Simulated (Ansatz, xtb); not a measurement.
**Ranking isomers of C5H11BO**

10 gas-phase structures of C5H11BO, from a drawn sample of its isomers (lower ones may exist). Each was relaxed with GFN2-xTB; where two conformers were screened, the lower at r2SCAN-D4/def2-SVP is listed:

A. `B[C@@H]1COC[C@@H]1C`, a singlet
B. `B[C@@H]1CO[C@@H](C)C1`, a singlet
C. `B[C@@H]1CC[C@H](C)O1`, a singlet
D. `B[C@@H]1CC[C@@H](C)O1`, a singlet
E. a singlet given by its coordinates
F. `B[C@@H]1COC[C@H]1C`, a singlet
G. `B[C@@H]1CO[C@H](C)C1`, a singlet
H. `B[C@@H]1CCO[C@@H]1C`, a singlet
I. `B[C@@H]1C[C@@H](C)CO1`, a singlet
J. `B[C@@H]1CCO[C@H]1C`, a singlet

E (Å):

```
atom    x (Å)    y (Å)    z (Å)
   C  -0.7052   0.0888  -0.2032
   C  -0.2696   0.9770  -1.3464
   C  -1.1938  -1.2876  -0.6320
   C  -2.3329  -1.6060   0.3376
   C  -2.8807  -0.2201   0.6817
   B  -0.4450   0.4128   1.2987
   O  -1.8091   0.6981   0.5632
   H   0.0833   1.4293   1.5677
   H  -0.4815  -0.4434   2.1057
   H  -1.0331   1.0381  -2.1244
   H  -0.0586   1.9788  -0.9833
   H   0.6388   0.5705  -1.7854
   H  -1.5636  -1.2585  -1.6617
   H  -0.3945  -2.0252  -0.5764
   H  -3.0964  -2.2448  -0.1030
   H  -1.9470  -2.0919   1.2321
   H  -3.2916  -0.1618   1.6925
   H  -3.6530   0.0870  -0.0354
```

Close contacts (Å): C1–C2 1.51, C1–C3 1.52, C1–B6 1.56, C1–O7 1.48, C3–C4 1.53, C4–C5 1.53, C5–O7 1.42, B6–O7 1.58, C2–H10 1.09, C2–H11 1.09, C2–H12 1.09, C3–H13 1.09, C3–H14 1.09, C4–H15 1.09, C4–H16 1.09, C5–H17 1.09, C5–H18 1.10, B6–H8 1.18.

Problem. Which do you expect lowest at r2SCAN-D4/def2-SVP, and how would the others follow?

Solution. Calculated order at r2SCAN-D4/def2-SVP: E (0.0), J (7.0), C (7.1), B (7.3), D (7.3), G (7.4), H (8.0), F (9.7), I (10.0), A (10.0) kcal/mol. Less than 1 kcal/mol parts J and C; C and B; B and D; D and G; G and H; F and I; I and A, so the order within those pairs means little.

Energies above the lowest of each column, in kcal/mol; the last columns are at B3LYP/def2-SVP geometries and were run for some of them only (a dash: not run or not comparable):

```csv
structure,GFN2-xTB,HF/STO-3G,r2SCAN-D4/def2-SVP,B3LYP/def2-SVP,CCSD(T)/def2-SVP + ΔMP2/def2-TZVPP
E,0.0,0.0,0.0,0.0,0.0
J,11.5,15.7,7.0,5.9,7.0
C,12.3,15.6,7.1,4.7,6.5
B,11.6,15.6,7.3,5.5,7.4
D,12.1,15.2,7.3,5.0,7.4
G,11.4,15.3,7.4,5.2,7.5
H,11.6,15.9,8.0,–,–
F,12.6,17.0,9.7,–,–
I,13.2,16.4,10.0,–,–
A,13.1,18.1,10.0,–,–
```

Every level run on E puts it lowest or level with the lowest. CCSD(T)/def2-SVP + ΔMP2/def2-TZVPP orders those it was run on as E (0.0), C (6.5), J (7.0), B (7.4), D (7.4), G (7.5) kcal/mol. Less than 1 kcal/mol parts C and J; J and B; B and D; D and G, so the order within those pairs means little. Flexible structures stand in one conformer each, not always the lowest. Frequencies (GFN2-xTB) were run for B, C, D, E, G, J alone. ΔMP2 is the change of the MP2 energy from the smaller to the larger basis.

Over these structures GFN2-xTB departs from r2SCAN-D4/def2-SVP by 1.0 kcal/mol on average once a common shift is removed. A GFN2-xTB relaxation took about 0.28 s and the r2SCAN-D4/def2-SVP energy about 6.8 s on a shared host (Ansatz 0.2.0, xtb 6.7.1).
